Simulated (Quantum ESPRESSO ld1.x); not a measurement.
The mean radii <r> (bohr) of the occupied orbitals of an atom or ion are listed with their occupations. Method: scalar-relativistic Kohn-Sham, LDA (Slater exchange, Perdew-Wang correlation), spin-polarised, spherical densities, point nucleus; computed with ld1.x of Quantum ESPRESSO 7.5.

| orbital | occ. | <r> |
|---|---|---|
| 1s down | 1 | 0.01867 |
| 1s up | 1 | 0.01867 |
| 2s up | 1 | 0.07899 |
| 2s down | 1 | 0.07899 |
| 2p up | 3 | 0.07059 |
| 2p down | 3 | 0.07059 |
| 3s up | 1 | 0.2050 |
| 3s down | 1 | 0.2050 |
| 3p up | 3 | 0.2050 |
| 3p down | 3 | 0.2050 |
| 3d up | 5 | 0.1857 |
| 3d down | 5 | 0.1857 |
| 4s up | 1 | 0.4590 |
| 4s down | 1 | 0.4590 |
| 4p up | 3 | 0.4880 |
| 4p down | 3 | 0.4880 |
| 4d up | 5 | 0.5234 |
| 4d down | 5 | 0.5232 |
| 5s up | 1 | 1.102 |
| 5s down | 1 | 1.096 |
| 5p up | 3 | 1.295 |
| 5p down | 3 | 1.286 |
| 4f up | 7 | 0.6413 |
| 4f down | 7 | 0.6367 |
| 5d up | 3 | 1.975 |

Name the element and its charge. Open shells, if any, are filled with parallel spins first.

Answer. Z = 73, tantalum, charge +2: Ta2+ in [Xe] 4f14 5d3. The 1s radius gives Z: for a bare nucleus <r> = (2 gamma + 1)/(2Z) with gamma = sqrt(1 - (Z/c)^2), 0.01844 bohr for Z = 73, and screening makes it slightly larger (0.01867 here). The occupations add up to 71, and the charge is Z minus that.
